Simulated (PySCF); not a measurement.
C₃H₇O (SMILES C[CH-]OC), charge -1, singlet, at a GFN2-xTB geometry (in this run its highest filled SCF level lies above zero, so its values depend strongly on the basis, on diffuse functions most of all); B3LYP5/STO-3G run with PySCF.

PySCF was given this input:
```python
from pyscf import gto, scf, dft

mol = gto.M(
    atom='''
O     0.27524919   -0.58420743   -0.62303532
C     0.09401883    0.90333784   -0.29403238
C     1.02460482   -1.20359562    0.34229042
C    -1.27934567    1.02284955    0.39588235
H    -0.06509560    1.31189351   -1.33559503
H     1.24877528   -2.23160334    0.01033964
H     1.98223373   -0.68204747    0.53292018
H     0.50182452   -1.27623020    1.31766778
H    -2.14125770    0.55895431   -0.13156786
H    -1.24810032    0.57100939    1.39663175
H    -1.51604143    2.08613261    0.52904382
''',
    basis='sto-3g',
    charge=-1,
    verbose=4,
)

mf = dft.RKS(mol)
mf.xc = 'b3lyp5'
mf.kernel()
```

Output, abridged:

```
PySCF version 2.14.0

[INPUT] verbose = 4
[INPUT] num. atoms = 11
[INPUT] num. electrons = 34
[INPUT] charge = -1
[INPUT] spin (= nelec alpha-beta = 2S) = 0
[INPUT] symmetry False subgroup None
[INPUT] Mole.unit = angstrom
[INPUT] Symbol           X                Y                Z      unit          X                Y                Z       unit  Magmom
[INPUT]  1 O      0.275249190000  -0.584207430000  -0.623035320000 AA    0.520145585108  -1.103992042636  -1.177366120731 Bohr   0.0
[INPUT]  2 C      0.094018830000   0.903337840000  -0.294032380000 AA    0.177669839252   1.707061115556  -0.555640669954 Bohr   0.0
[INPUT]  3 C      1.024604820000  -1.203595620000   0.342290420000 AA    1.936222495709  -2.274466086526   0.646835148862 Bohr   0.0
[INPUT]  4 C     -1.279345670000   1.022849550000   0.395882350000 AA   -2.417612934948   1.932905516135   0.748109219049 Bohr   0.0
[INPUT]  5 H     -0.065095600000   1.311893510000  -1.335595030000 AA   -0.123012855914   2.479119438494  -2.523908820030 Bohr   0.0
[INPUT]  6 H      1.248775280000  -2.231603340000   0.010339640000 AA    2.359843270327  -4.217119131265   0.019539087827 Bohr   0.0
[INPUT]  7 H      1.982233730000  -0.682047470000   0.532920180000 AA    3.745878864575  -1.288882922253   1.007073186454 Bohr   0.0
[INPUT]  8 H      0.501824520000  -1.276230200000   1.317667780000 AA    0.948310905391  -2.411725549899   2.490031227364 Bohr   0.0
[INPUT]  9 H     -2.141257700000   0.558954310000  -0.131567860000 AA   -4.046390615116   1.056270562045  -0.248627222195 Bohr   0.0
[INPUT] 10 H     -1.248100320000   0.571009390000   1.396631750000 AA   -2.358567780782   1.079051361655   2.639251504372 Bohr   0.0
[INPUT] 11 H     -1.516041430000   2.086132610000   0.529043820000 AA   -2.864903096194   3.942219292424   0.999747927694 Bohr   0.0

nuclear repulsion = 123.844103395273
number of shells = 19
number of NR pGTOs = 81
number of NR cGTOs = 27
basis = sto-3g
ecp = {}

******** <class 'pyscf.dft.rks.RKS'> ********
method = RKS
initial guess = minao
damping factor = 0
level_shift factor = 0
DIIS = <class 'pyscf.scf.diis.CDIIS'>
diis_start_cycle = 1
diis_space = 8
diis_damp = 0
SCF conv_tol = 1e-09
SCF conv_tol_grad = None
SCF max_cycles = 50
direct_scf = True
direct_scf_tol = 1e-13
XC library pyscf.dft.libxc version 7.1.2
    S. Lehtola, C. Steigemann, M. J. T. Oliveira, and M. A. L. Marques,  SoftwareX 7, 1–5 (2018)
XC functionals = b3lyp5
    P. A. M. Dirac,  Math. Proc. Cambridge Philos. Soc. 26, 376 (1930)
    F. Bloch,  Z. Phys. 57, 545 (1929)
    A. D. Becke,  Phys. Rev. A 38, 3098 (1988)
    C. Lee, W. Yang, and R. G. Parr,  Phys. Rev. B 37, 785 (1988)
    B. Miehlich, A. Savin, H. Stoll, and H. Preuss,  Chem. Phys. Lett. 157, 200 (1989)
    S. H. Vosko, L. Wilk, and M. Nusair,  Can. J. Phys. 58, 1200 (1980)
radial grids:
    Treutler-Ahlrichs [JCP 102, 346 (1995); DOI:10.1063/1.469408] (M4) radial grids

becke partition: Becke, JCP 88, 2547 (1988); DOI:10.1063/1.454033
pruning grids: <function nwchem_prune>
grids dens level: 3
symmetrized grids: False
atomic radii adjust function: <function treutler_atomic_radii_adjust>
small_rho_cutoff = 0
Set gradient conv threshold to 3.16228e-05
Initial guess from minao.
tot grids = 125096
init E= -191.17612779183
  HOMO = -0.159722332516565  LUMO = 0.141891782080516  gap/eV = 8.20734
cycle= 1 E= -190.817643408081  delta_E= 0.358  |g|= 0.51  |ddm|= 3.96
  HOMO = 0.388342202164238  LUMO = 0.634533774923209  gap/eV = 6.69921
cycle= 2 E= -190.826951067925  delta_E= -0.00931  |g|= 0.537  |ddm|= 1.73
  HOMO = 0.302918227832449  LUMO = 0.608313307710202  gap/eV = 8.31022
cycle= 3 E= -190.918292448984  delta_E= -0.0913  |g|= 0.0773  |ddm|= 0.895
  HOMO = 0.27783869716685  LUMO = 0.594635255793602  gap/eV = 8.62047
cycle= 4 E= -190.920096034547  delta_E= -0.0018  |g|= 0.0187  |ddm|= 0.132
  HOMO = 0.281924918117749  LUMO = 0.596901482426556  gap/eV = 8.57095
cycle= 5 E= -190.920210855795  delta_E= -0.000115  |g|= 0.00197  |ddm|= 0.0265
  HOMO = 0.281738859518653  LUMO = 0.597067709810458  gap/eV = 8.58054
cycle= 6 E= -190.920212102809  delta_E= -1.25e-06  |g|= 0.000556  |ddm|= 0.00358
  HOMO = 0.281828349764181  LUMO = 0.597062316555419  gap/eV = 8.57795
cycle= 7 E= -190.92021221061  delta_E= -1.08e-07  |g|= 4.48e-05  |ddm|= 0.000923
  HOMO = 0.281824892667765  LUMO = 0.597063351977546  gap/eV = 8.57808
cycle= 8 E= -190.920212211334  delta_E= -7.25e-10  |g|= 2.1e-05  |ddm|= 0.000118
  HOMO = 0.281828386861717  LUMO = 0.59706590940791  gap/eV = 8.57805
Extra cycle  E= -190.920212211366  delta_E= -3.14e-11  |g|= 1.87e-05  |ddm|= 5.52e-05
converged SCF energy = -190.920212211366
```
